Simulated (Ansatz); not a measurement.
Harmonic frequencies (cm⁻¹) at PBE0-D4/def2-TZVP from Ansatz: 82, 106, 141, 145, 186, 193, 255, 299, 320, 404, 427, 796, 829, 3914, 3933.

Each molecule was computed in one conformer, which needn't be the lowest.

Problem. Which molecule is it?
A. `C#[C][Ti]([F])([F])[Cl]`
B. `[OH][Ti]([OH])([Br])[Br]`
C. `[OH][Ti]([F])([Cl])[Cl]`
D. `[SeH][Ti]([SeH])([SeH])[SeH]`

Solution. B.
